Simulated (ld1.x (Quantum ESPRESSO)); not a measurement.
# Ni: PAW pseudisation with BLYP, scalar-relativistic reference atom.

ld1.x (Quantum ESPRESSO) 7.5 input, shortened:

```
&input
   title='Ni', zed=28., rel=1, dft='BLYP', iswitch=3,
   config='[Ar] 3d8 4s1.5 4p0.5'
 /
 &inputp
   pseudotype=3, lpaw=.true., tm=.true., lloc=-1, rcloc=2.35,
   nlcc=.true., new_core_ps=.true., rcore=1.50,
   which_augfun='PSQ', rmatch_augfun_nc=.true.
 /
6
4S  1  0   1.50   0.00  1.50  1.85  0.0
4S  1  0   0.00   0.60  1.50  1.85  0.0
4P  2  1   0.50   0.00  3.00  3.30  0.0
4P  2  1   0.00   4.05  3.00  3.30  0.0
3D  3  2   8.00   0.00  1.20  1.65  0.0
3D  3  2   0.00   1.90  1.20  1.65  0.0
 &test
   configts(1)='3d8 4s1.5 4p0.5'
 /
```

All-electron outer shells of the reference configuration (BLYP, scalar-relativistic, ld1.x):

| shell | level (eV) | outermost node (bohr) | outermost maximum (bohr) |
| --- | --- | --- | --- |
| 3s | -111.82 | 0.30 | 0.64 |
| 3p | -72.24 | 0.27 | 0.65 |
| 3d | -9.81 | – | 0.63 |
| 4s | -6.28 | 0.92 | 2.21 |
| 4p | -1.67 | 1.00 | 3.10 |

Results:

```
Cutoffs needed                            : 40 Ry and 70 Ry (the cutoffs (Ry, on a coarse ladder) from which the occupation-weighted sum of valence levels, in a spherical-Bessel basis at the reference potential, stays within 10 and 1 mRy of its value at 400 Ry)
Ghost test                                : no extra level below or beside the all-electron valence levels (s, p, d, f tested) (spherical-Bessel basis up to 400 Ry, 20 bohr box)
Configuration tests                       : 2 of 7 tests not solved or not reliable; not counted: 3d7 4s0 4p0 (solver errors, printed error -677 eV); 3d9 4s0 4p0 (solver errors, printed error -947 eV)
Lowest eigenvalue of the overlap operator : 0.14 (d channel)
Density cutoff estimated by the generator : 296 Ry
```

Generation and tests took about 1.4 s on one core of a shared server CPU.
